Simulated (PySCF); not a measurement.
# Vibration and rotation of HgF

UHF-CCSD(T) constants of HgF, ²Σ⁺ (doublet), unpaired electrons σ ↑ (basis Hg def2-SVP with ECP60, F def2-SVP; scalar-relativistic core potentials; PySCF 2.14; masses 201.9706 and 18.9984 u):

* ωe: 458.0 cm⁻¹
* ωexe: 4.48 cm⁻¹
* Be: 0.23161 cm⁻¹
* αe: 0.00221 cm⁻¹
* De to Hg + F: 0.78 eV

Question: What force constant and bond length do these constants imply?

Answer: Reduced mass μred = 17.365 u; k = 5.8918×10⁻⁷·μred·ωe² (u, cm⁻¹, mdyn/Å) = 2.15 mdyn/Å; Re = √(16.8576/(μred·Be)) (u, cm⁻¹, Å) = 2.047 Å.

Question: Estimate the centrifugal constant D from the Kratzer relation and find the Dunham coefficient a1.

Answer: D = 4Be³/ωe² = 2.37e-07 cm⁻¹; a1 = −1 − αeωe/(6Be²) = -4.14.

Correlated steps freeze 1 core orbital. Correlated levels converge slowly with the basis: in double zeta they bind strong bonds too weakly, by up to about 1 eV, and carry superposition errors of some tenths. Spin–orbit coupling is left out, which matters for elements this heavy, above all for dissociation energies. The state was picked by a PBE0 search and need not be the measured ground state.
